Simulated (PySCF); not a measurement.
Method: PBE-D3(BJ)/def2-TZVP // CAM-B3LYP-D3(BJ)/def2-TZVP (PySCF). Isolated molecules, 0 K electronic values unless said otherwise. One relaxed conformer stands for a flexible species; it need not be the lowest. Excitations are Tamm–Dancoff values on a coarser integration grid. The basis has no diffuse functions, so Rydberg states are missing or too high.

Reference species (SMILES): `B/C=C\C=C/C` (neutral, multiplicity 1).

```yaml
T1 excitation (TDA): 2.54 eV
HOMO–LUMO gap: 3.02 eV
LUMO: -3.06 eV
HOMO: -6.08 eV
```

Changed species: `B/C(C=C)=C\C`.

**Question.** Give the shifts of the T1 excitation (TDA), HOMO–LUMO gap, LUMO and HOMO.

**Answer.** the T1 excitation (TDA) is nearly the same; the HOMO–LUMO gap decreases by 0.10 eV, to 2.92 eV; the LUMO rises by 0.17 eV, to -2.89 eV; the HOMO rises by 0.27 eV, to -5.81 eV.
